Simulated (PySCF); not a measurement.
A search over the determinants of RbS

Unrestricted PBE0; basis Rb x2c-TZVPall, S x2c-TZVPall; spin-free X2C with a Gaussian nucleus; PySCF 2.14. Outer shells of the fragments: Rb 5s1; S 3s2 3p4.

Followed along the bond (rough minima from three points):

```
2Ms+1   unpaired  ⟨S²⟩ at the start  R at minimum (Å)  Te (eV)
    2        π ↑               0.76              2.93     0.00
    2        σ ↑               0.75              2.76     0.19
    4  σ ↑, π ↑↑               3.76  none in the scan   ≤ 2.70
```

Solutions found at the starting distance of 3.045 Å, counted from the lowest of them; the search is not exhaustive and high or unbound solutions are not listed, so other states can lie among these:

```tsv
2Ms+1	unpaired	term	E (eV)	⟨S²⟩	⟨Lz²⟩	μ (D)
2	π ↑	²Π	0.00	0.76	1.01	-10.74
2	σ ↑	²Σ⁺	0.30	0.75	0.00	-11.34
4	σ ↑, π ↑↑	⁴Σ⁻	2.82	3.76	0.00	1.88
2	σ ↓, π ↑↑	mixed	2.85	1.76	0.00	2.38
4	σ ↑↑, π ↑	⁴Π	2.96	3.75	1.01	2.17
2	σ ↑, π ↑↓	mixed	3.24	1.76	2.03	2.12
4	π ↑↑↑	⁴Π	3.97	3.76	1.00	1.42
4	σ ↑, π ↑↑	mixed	4.16	3.76	2.01	1.69
4	σ ↑, π ↑↑	mixed	4.21	3.75	2.01	2.68
4	π ↑↑, δ ↑	⁴Δ	4.62	3.76	4.00	0.92
```

A term symbol is given only where ⟨S²⟩ and ⟨Lz²⟩ are close to those of a pure state; real π, δ and φ orbitals otherwise mix terms. A positive dipole means Rb(−)S(+).

Task: Compare the gap between the two lowest followed solutions at the starting distance with the gap between their minima.

Result: At PBE0 the second solution (doublet, unpaired electrons σ ↑) lies +0.30 eV from the first (doublet, unpaired electrons π ↑) at 3.045 Å and +0.19 eV at the minima; the two curves relax by different amounts, since their minima lie near 2.76 and 2.93 Å.

Spin–orbit coupling is left out. Counting both spins, an empty level lies below a filled one in some of these solutions, because spin and occupation are held.
